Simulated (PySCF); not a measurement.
**Computed data sheet: `C(C)N([SiH3])[SiH3]`**

Compound: C2H11NSi2.
Bonds: C1–C2, C2–N3, N3–Si4, N3–Si5. Hydrogens: H6, H7, H8 on C1; H9, H10 on C2; H11, H12, H13 on Si4; H14, H15, H16 on Si5.

From PBE0-D3(BJ)/def2-SVP geometry optimisation, gas phase (PySCF):

- Rotational constants A, B, C: 2.804, 2.724, 1.560 GHz

**CAM-B3LYP/def2-SVPD ground state, ΔSCF and vertical TDDFT (core frozen in the response) (PySCF)**

* Dipole moment: 0.90 D
* HOMO energy: -8.33 eV
* LUMO energy: 1.02 eV
* HOMO–LUMO gap: 9.35 eV
* Lowest singlet excitation: 6.11 eV (203 nm, f = 0.001)
* Lowest triplet excitation (Tamm–Dancoff): 5.84 eV
* Static isotropic polarisability: 86.8 au
* Vertical ionisation energy: 8.89 eV
* Electronic spatial extent ⟨r²⟩ about the centre of nuclear charge: 867 bohr²

From PBE0/pcSseg-1 ground state and GIAO shieldings, non-relativistic (PySCF):

* Lowest Hirshfeld atomic charge: -0.26 e on N3
* Highest Hirshfeld atomic charge: +0.34 e on Si4/Si5
* 13C chemical shifts (computed TMS as zero) by class: 46.2 (C2), 16.3 (C1) ppm
* 1H chemical shifts (computed TMS as zero) by class: 4.72 (H11/H12/H13/H14/H15/H16), 2.83 (H9/H10), 1.20 (H6/H7/H8) ppm
* Isotropic shieldings of nuclei other than C and H, by class: 252 (N3), 396 (Si4/Si5) ppm
* Mayer bond orders between heavy atoms: C1–C2 1.04, C2–N3 0.91, N3–Si4 0.93, N3–Si5 0.93

**delta-SCF UKS SCAN, pcX-2 on the ionised atom, pcseg-1 elsewhere, spin-free X2C; 2p3/2 from a spin–orbit splitting computed afterwards within the 2p shell (PySCF)**

- Core binding energies: Si2p3/2 106.9 (Si4/Si5), C1s 290.6 (C1), C1s 291.7 (C2), N1s 404.0 (N3), Si1s 1846.8 (Si4/Si5) eV

Monoisotopic mass (most abundant isotopes): 105.0430 u.

The principal polarisabilities are 77.7, 90.9 and 91.8 au; their mean is the isotropic value. The polarisability is 12.86 Å³ as a volume (1 au = 0.148185 Å³), or 1.50 au for each of the 58 electrons. In wavenumbers S1 is 49300 cm⁻¹ (1 eV = 8065.54 cm⁻¹). In atomic units the dipole is 0.35 e·bohr (1 au = 2.5417 D). The ΔSCF ionisation energy exceeds −ε(HOMO) by 0.56 eV with CAM-B3LYP. The vertical singlet–triplet gap S1 − T1 is 0.27 eV (TDDFT singlet less Tamm–Dancoff triplet; S1: HOMO→LUMO, weight 0.80; T1: HOMO→LUMO, weight 0.65). The largest Löwdin shares of the HOMO are 0.51 on N3, 0.09 on Si5, 0.09 on Si4 and 0.07 on C2. The rotational constants make it an asymmetric top with κ = (2B − A − C)/(A − C) = 0.87, nearer the oblate limit (+1).

 NMR classes are plain means over equivalent atoms (diastereotopic ones count apart unless rotation or inversion swaps them), as if these changed places fast; in this geometry the members of some classes differ.

Shape of the structure used: `[CH3:1][CH2:2][N:3]([SiH3:4])[SiH3:5]`: C1–C2–N3–Si4 84°.

One conformer stands for the species.
